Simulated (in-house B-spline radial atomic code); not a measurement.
## Ionising Re VII (Re6+) with different functionals

Computed with a B-spline radial code for spherical atoms: scalar-relativistic (spin-free X2C) Hamiltonian, Fermi nucleus of rms radius 5.3698 fm, spin-polarised at highest spin, spherical fractional occupations for the functionals, and exact exchange of hybrids averaged over the configuration. The ionisation energy is the difference of two self-consistent energies, [Xe] 4f14 5d1 → [Xe] 4f14, without Breit or QED terms; ε is the level of the shell that loses the electron (its least bound occupied spin orbital). There is no spin-orbit coupling in this Hamiltonian.

```csv
method,rung,ΔSCF (eV),-ε(5d) (eV)
PBE0,global hybrid,81.89,76.50
B3LYP,global hybrid,82.04,76.20
TPSSh,global hybrid,81.74,75.20
M06-2X,global hybrid,82.23,78.95
BHandHLYP,global hybrid,81.90,78.36
r2SCAN0,global hybrid,81.62,76.38
B97-1,global hybrid,81.77,76.02
HSE06,range-separated hybrid,81.84,76.04
wB97X,range-separated hybrid,81.38,78.71
CAM-B3LYP,range-separated hybrid,82.05,78.11
LC-wPBE,range-separated hybrid,81.89,79.50
```

Task: Among the functionals, which spreads more, the ΔSCF values or the orbital energies?

Result: The orbital energies: ΔSCF values span about 0.84 eV and the orbital energies 4.30 eV; here energy differences depend much less on the functional than eigenvalues do.

Task: How do they compare with the NIST value?

Result: NIST lists 82.71 eV ± 0.05 (semi-empirical, ground level to ground level). Errors run from -1.33 to -0.48 eV; M06-2X is closest (-0.48 eV), but part of that can be cancellation, since the calculations leave out spin-orbit coupling, Breit-QED terms, multiplet and fine-structure energies.
